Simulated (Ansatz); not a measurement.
```tsv
atom	x (Å)	y (Å)	z (Å)
C	1.3900	0.0000	0.0000
C	0.6950	1.2038	0.0000
C	-0.6950	1.2038	0.0000
C	-1.3900	0.0000	0.0000
C	-0.6950	-1.2038	0.0000
C	0.6950	-1.2038	0.0000
H	1.2375	2.1434	0.0000
H	-2.4750	0.0000	0.0000
H	1.2375	-2.1434	0.0000
```

Basis set: def2-TZVP (spherical functions). Charge 0, multiplicity 4.

Computed with Ansatz (development build ahead of 0.2.0); each method stands on the lowest determinant of its kind that the runs found. Restricted functionals stand beside restricted open-shell atoms, which can lie above the unrestricted atoms usual in DFT and then raise those values.

The atomization energy at this shape (free ground-state atoms in the same class of orbitals less the molecule, no zero-point energy) of quartet C6H3:

| method | atomization energy |
| --- | --- |
| ωB97X (restricted open-shell) | 1005.19 kcal/mol |
| PBE0 (restricted open-shell) | 1029.03 kcal/mol |
| UHF | 746.85 kcal/mol |
| ROHF | 741.13 kcal/mol |

Q: What does PBE0 (unrestricted) give?

A: 1025.97 kcal/mol. Caution: another spin multiplicity may lie lower. Caution for UHF: the unrestricted determinant is a mixture of spin states. Caution for ROHF: an unrestricted determinant lies well below.

The shape needn't be a minimum at these levels.
